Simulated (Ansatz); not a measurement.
System: GeTe, charge 1, doublet. GeTe+ (parent SMILES [Ge]=[Te], doublet).
B3LYP-D3(BJ)/def2-TZVP minimum from Ansatz (a first-principles code):
```xyz
2

Ge     0.0000     0.0000    -1.5536
Te     0.0000     0.0000     0.9560
```
Charge +1, spin multiplicity 2.

Total energies in def2-TZVPP, 9 correlated electrons, 23 frozen orbitals. Radicals and triplets start from unrestricted determinants; spin-orbit coupling is neglected. Cores are frozen in correlated methods (noble-gas shells, and filled d and f shells in the p block). Past Kr the def2 sets carry scalar-relativistic core potentials. Spin-orbit terms, left out, reach several kcal/mol for Br and I, and more for heavier atoms. The UHF reference of GeTe+ (parent SMILES [Ge]=[Te], doublet) is spin-contaminated (<S^2> up to 0.08 over the pure value in the sets run). The spin of GeTe+ (parent SMILES [Ge]=[Te], doublet) was assumed, and the state is the lowest solution found for it.

```json
[
 {"method": "HF", "program": "Ansatz", "energy (Eh)": "-2342.11804", "minus CCSDT(Q) (mEh)": "208.76"},
 {"method": "MP2", "program": "Ansatz", "energy (Eh)": "-2342.28549", "minus CCSDT(Q) (mEh)": "41.31"},
 {"method": "CCSD", "program": "Ansatz", "energy (Eh)": "-2342.31313", "minus CCSDT(Q) (mEh)": "13.67"},
 {"method": "CCSD(T)", "program": "Ansatz", "energy (Eh)": "-2342.32409", "minus CCSDT(Q) (mEh)": "2.71"},
 {"method": "CCSDT(Q)", "program": "Ansatz", "energy (Eh)": "-2342.32680", "minus CCSDT(Q) (mEh)": "0.00"}
]
```

Rough core times of Ansatz's runs on a shared machine: CCSD(T) 4 min, CCSDT(Q) 9 min.
